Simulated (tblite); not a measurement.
Compound: C6H9BO2.
SMILES with atom numbers: `[BH2-:1]1[O:2][CH:3]=[CH:4][C:5]([CH:6]2[CH2:7][CH2:8]2)=[O+:9]1` (hydrogens: H10, H11 on B1; H12 on C3; H13 on C4; H14 on C6; H15, H16 on C7; H17, H18 on C8)
Bond orders are those of one Lewis drawing.

Computed with GFN2-xTB (tblite), gas phase: L-BFGS steps from a force-field or distance-geometry start until the largest atomic force falls under 0.01 eV/Å.

Step 5: E = -729.5877 eV
```
atom  x, y, z in Å  |  force x, y, z in eV/Å
B1     -2.0998   -0.9622   -1.0502   -0.028   0.091   0.107
O2     -2.9017   -0.0499   -0.0570    0.190  -0.180  -0.042
C3     -2.2732    0.6328    0.8058   -0.085  -0.208  -0.244
C4     -0.9066    0.8372    0.8380   -0.095   0.009  -0.110
C5     -0.1479    0.3024   -0.2128   -0.059  -0.175   0.101
C6      1.3112    0.5930   -0.3079    0.039  -0.008  -0.006
C7      2.1776    0.1379    0.8232    0.028   0.039   0.157
C8      2.2556   -0.5535   -0.4915    0.014  -0.075  -0.098
O9     -0.6325   -0.4807   -1.0766   -0.161  -0.081  -0.229
H10    -2.1178   -2.0798   -0.6269    0.068   0.097   0.126
H11    -2.5540   -0.8773   -2.1446    0.045   0.243   0.128
H12    -2.8890    1.1074    1.5670   -0.145   0.092   0.028
H13    -0.4756    1.4446    1.6057    0.182   0.111   0.040
H14     1.5788    1.5224   -0.7849   -0.139   0.179  -0.063
H15     1.6935   -0.3918    1.6203   -0.021  -0.027   0.290
H16     3.0044    0.7572    1.1119    0.109   0.151   0.192
H17     1.8294   -1.5362   -0.5502   -0.035  -0.204  -0.160
H18     3.1389   -0.3972   -1.0808    0.093  -0.054  -0.215
```

Step 6: E = -729.6158 eV
```
atom  x, y, z in Å  |  force x, y, z in eV/Å
B1     -2.1012   -0.9558   -1.0394   -0.056  -0.023  -0.076
O2     -2.9023   -0.0660   -0.0564    0.214  -0.071  -0.002
C3     -2.2724    0.6263    0.7958   -0.021  -0.082  -0.065
C4     -0.9046    0.8378    0.8334   -0.204  -0.054  -0.128
C5     -0.1486    0.2958   -0.2162   -0.038  -0.020   0.294
C6      1.3080    0.5903   -0.3028    0.148  -0.073  -0.056
C7      2.1795    0.1398    0.8278    0.046  -0.042   0.116
C8      2.2549   -0.5536   -0.4944    0.087  -0.106  -0.007
O9     -0.6384   -0.4759   -1.0814   -0.089  -0.181  -0.303
H10    -2.1120   -2.0730   -0.6124    0.058   0.065   0.051
H11    -2.5498   -0.8527   -2.1354    0.006   0.135   0.119
H12    -2.8954    1.1013    1.5486   -0.141   0.143   0.099
H13    -0.4637    1.4454    1.5976    0.088   0.079   0.008
H14     1.5587    1.5217   -0.7832   -0.064   0.202  -0.066
H15     1.7012   -0.3820    1.6387   -0.018  -0.046   0.123
H16     3.0040    0.7617    1.1338    0.025   0.084   0.018
H17     1.8362   -1.5427   -0.5701   -0.059  -0.067  -0.034
H18     3.1372   -0.4123   -1.0956    0.017   0.057  -0.091
```

Q: Estimate the geometry and energy of step 7. (The exact step hangs on the optimiser's Hessian estimate; all steps are aligned on step 6, rigid shifts and turns removed.)

A: E = -729.6245 eV, largest force 0.197 eV/Å
```
atom  x, y, z in Å  |  force x, y, z in eV/Å
B1     -2.1024   -0.9540   -1.0368   -0.016  -0.072  -0.110
O2     -2.8992   -0.0738   -0.0577    0.141   0.013   0.075
C3     -2.2743    0.6236    0.7928    0.011  -0.023  -0.003
C4     -0.9057    0.8383    0.8306   -0.191  -0.034  -0.035
C5     -0.1499    0.2910   -0.2142    0.015  -0.061   0.107
C6      1.3092    0.5885   -0.3020    0.081  -0.053  -0.047
C7      2.1809    0.1397    0.8312    0.062  -0.066   0.058
C8      2.2561   -0.5553   -0.4954    0.100  -0.095   0.043
O9     -0.6415   -0.4762   -1.0871    0.047  -0.057  -0.126
H10    -2.1091   -2.0694   -0.6066    0.044   0.026   0.020
H11    -2.5483   -0.8418   -2.1302   -0.040   0.089   0.058
H12    -2.8996    1.1016    1.5438   -0.120   0.120   0.067
H13    -0.4584    1.4468    1.5946    0.016   0.022  -0.058
H14     1.5507    1.5253   -0.7838   -0.057   0.099  -0.015
H15     1.7032   -0.3799    1.6476    0.010  -0.023   0.024
H16     3.0048    0.7652    1.1417   -0.035   0.022  -0.045
H17     1.8372   -1.5468   -0.5775   -0.039   0.021   0.010
H18     3.1374   -0.4162   -1.1026   -0.028   0.073  -0.021
```

The energy changes by -0.0087 eV. The first-order estimate −F·Δx gives -0.0130 eV and the mean of the old and new forces, exact on a quadratic surface, -0.0087 eV. The step makes an angle of 56° with the force vector and moves no atom by more than 0.012 Å.

The cost below is that of the whole relaxation. The run took 1.4 s of wall time on one thread of an Arm Neoverse N1, no GPU (shared host).
